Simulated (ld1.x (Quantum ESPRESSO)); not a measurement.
Sb (Z = 51), PAW: configuration errors across variants

```json
{"Element": "Sb", "Generator": "ld1.x (Quantum ESPRESSO) 7.5", "Type": "PAW", "Functional": "PBE", "Relativity": "scalar-relativistic", "Frozen core": "[Ar] 3d10", "Valence charge": "23", "Reference configuration": "4s2 4p6 4d10 5s2 5p2.5 (charge +0.5)", "Partial waves": "4s (bound): rcut 1.00, rcutus 1.10 bohr; 5s (bound): rcut 1.00, rcutus 1.10 bohr; 4p (bound): rcut 1.20, rcutus 1.45 bohr; 5p (bound): rcut 1.20, rcutus 1.45 bohr; 4d (bound): rcut 1.15, rcutus 1.60 bohr; 4d channel at -0.75 Ry: rcut 1.15, rcutus 1.60 bohr", "Local potential": "all-electron potential smoothed inside 0.95 bohr (lloc = -1)", "Core correction": "a·sin(br)/r model core inside 0.75 bohr", "Augmentation charge": "BESSEL, radius 0.75 bohr"}
```

All-electron excitation energies from the reference (eV): (1) 4s2 4p6 4d10 5s2 5p3 -3.262; (2) 4s2 4p6 4d10 5s2 5p2 5.055; (3) 4s2 4p6 4d10 5s2 5p1 21.023; (4) 4s2 4p5 4d10 5s2 5p3 106.690; (5) 4s2 4p6 4d10 5s1 5p3 13.787; (6) 4s2 4p6 4d9 5s2 5p3 37.473; (7) 4s2 4p6 4d10 5s2 5p3.3 -4.421.

The overlap operator is not positive definite (basis up to 400 Ry) in “base”, “waves 4p (bound): rcut 1.08, rcutus 1.14 bohr; 5p (bound): rcut 1.08, rcutus 1.14 bohr”, “wave 4d channel at -0.75 Ry: rcut 1.15, rcutus 1.60 bohr becomes 4d channel at -0.59 Ry: rcut 1.15, rcutus 1.60 bohr”, “waves 4d (bound): rcut 1.15, rcutus 1.64 bohr; 4d channel at -0.75 Ry: rcut 1.15, rcutus 1.64 bohr”, “core correction a·sin(br)/r model core inside 0.90 bohr”, “local potential all-electron potential smoothed inside 1.00 bohr (lloc = -1)”, “augmentation BESSEL, radius 1.05 bohr”. Such files are unfit for use, however small their errors in these radial tests.

2 further variants failed, have other tests or another functional or relativity, and are left out.

Errors AE − PS in meV (a dash: test not solved or not reliable):

```csv
change,(1),(2),(3),(4),(5),(6),(7),bound ghosts
base,+1.1,-0.4,+8.2,-6.2,+5.2,+116,+1.8,not determined (overlap not positive)
"waves 4p (bound): rcut 1.08, rcutus 1.14 bohr; 5p (bound): rcut 1.08, rcutus 1.14 bohr",+0.5,-1.0,-3.9,+17,-1.2,+4.0,+0.6,not determined (overlap not positive)
"wave 4d channel at -0.75 Ry: rcut 1.15, rcutus 1.60 bohr becomes 4d channel at -0.59 Ry: rcut 1.15, rcutus 1.60 bohr",+1.1,-0.5,+6.2,-9.4,+4.2,+89,+1.6,not determined (overlap not positive)
"waves 4d (bound): rcut 1.15, rcutus 1.64 bohr; 4d channel at -0.75 Ry: rcut 1.15, rcutus 1.64 bohr",+1.0,-0.5,+7.0,-17,+4.5,+109,+1.7,not determined (overlap not positive)
core correction a·sin(br)/r model core inside 0.90 bohr,+1.1,-0.4,+7.9,-13,+5.0,+108,+1.8,not determined (overlap not positive)
local potential all-electron potential smoothed inside 1.00 bohr (lloc = -1),+1.5,+0.3,+18,+8.3,+9.9,–,–,not determined (overlap not positive)
"augmentation BESSEL, radius 1.05 bohr",+0.7,-0.9,-3.1,-17,+0.1,+0.4,+1.0,not determined (overlap not positive)
```

(1) Give the same row for: local potential all-electron potential smoothed inside 1.86 bohr (lloc = -1).

## Answers

(1) +0.9, -0.7, +2.9, –, –, –, –; bound ghosts: none.
